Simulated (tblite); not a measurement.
C4H8F3NSi.
SMILES with atom numbers: `[CH3:1][NH:2][C@@H:3]1[SiH2:4][C@@:5]1([F:6])[CH:7]([F:8])[F:9]` (hydrogens: H10, H11, H12 on C1; H13 on N2; H14 on C3; H15, H16 on Si4; H17 on C7)

Computed geometry: GFN2-xTB, gas phase.

**Question.** Give the optimised bond lengths and angles.

**Answer.** 
| bond | length (bohr) |
| --- | --- |
| C1–N2 | 2.744 |
| N2–C3 | 2.709 |
| C3–Si4 | 3.592 |
| Si4–C5 | 3.597 |
| C5–F6 | 2.603 |
| C5–C7 | 2.847 |
| C7–F8 | 2.572 |
| C7–F9 | 2.561 |
| C3–C5 | 2.917 |
| C1–H10, C1–H11 | 2.057 |
| C1–H12 | 2.080 |
| N2–H13 | 1.918 |
| C3–H14 | 2.072 |
| Si4–H15 | 2.730 |
| Si4–H16 | 2.736 |
| C7–H17 | 2.083 |

Bonds in one row agree within 0.02 bohr and their mean is given. A selection of angles:
| angle | degrees |
| --- | --- |
| N2–C1–H10 | 108.8 |
| N2–C1–H12 | 113.0 |
| H10–C1–H11 | 108.5 |
| C1–N2–C3 | 113.6 |
| C1–N2–H13 | 110.0 |
| C3–N2–H13 | 109.8 |
| N2–C3–Si4 | 116.8 |
| N2–C3–C5 | 114.7 |
| N2–C3–H14 | 115.6 |
| Si4–C3–C5 | 66.1 |
| Si4–C3–H14 | 120.9 |
| C5–C3–H14 | 112.7 |
| C3–Si4–C5 | 47.9 |
| C3–Si4–H15 | 114.7 |
| C3–Si4–H16 | 118.1 |
| C5–Si4–H15 | 113.5 |
| C5–Si4–H16 | 115.3 |
| H15–Si4–H16 | 123.9 |
| Si4–C5–F6 | 119.9 |
| Si4–C5–C7 | 123.4 |
| F6–C5–C7 | 108.7 |
| C3–C5–Si4 | 66.0 |
| C3–C5–F6 | 115.5 |
| C3–C5–C7 | 117.6 |
| C5–C7–F8 | 111.3 |
| C5–C7–F9 | 111.1 |
| C5–C7–H17 | 113.1 |
| F8–C7–F9 | 105.2 |
| F8–C7–H17 | 107.3 |
| F9–C7–H17 | 108.4 |

Dihedral angles: C1–N2–C3–Si4 154° (antiperiplanar); N2–C3–Si4–C5 -107° (anticlinal); C3–Si4–C5–F6 107° (anticlinal); Si4–C5–C7–F8 -67° (synclinal); N2–C3–C5–Si4 110° (anticlinal).

Of the pairs four or more bonds apart, F9···H14 is among the closest relative to their van der Waals radii: 2.36 Å, 88 % of the sum of Bondi's values. The 3-membered ring C3–Si4–C5 has internal angles of 47.9° to 66.1°. N2 (secondary amine nitrogen) is pyramidal (angles 113.6°, 110.0° and 109.8°, sum 333.3°, 0.39 Å off the plane of its three neighbours). The C–F distances run from 1.355 Å (C7–F9, drawn single) to 1.377 Å (C5–F6, drawn single), a spread of 0.022 Å. Si4 (SiH2 silicon) has angles from 47.9° to 123.9°. The C–C distances run from 1.506 Å (C5–C7, drawn single) to 1.544 Å (C3–C5, drawn single), a spread of 0.038 Å.

Point group: C1 (no symmetry element, even within 0.4 Å). Its GFN2-xTB frequencies are all real (lowest 25 cm⁻¹). The numbers are those of one conformer.
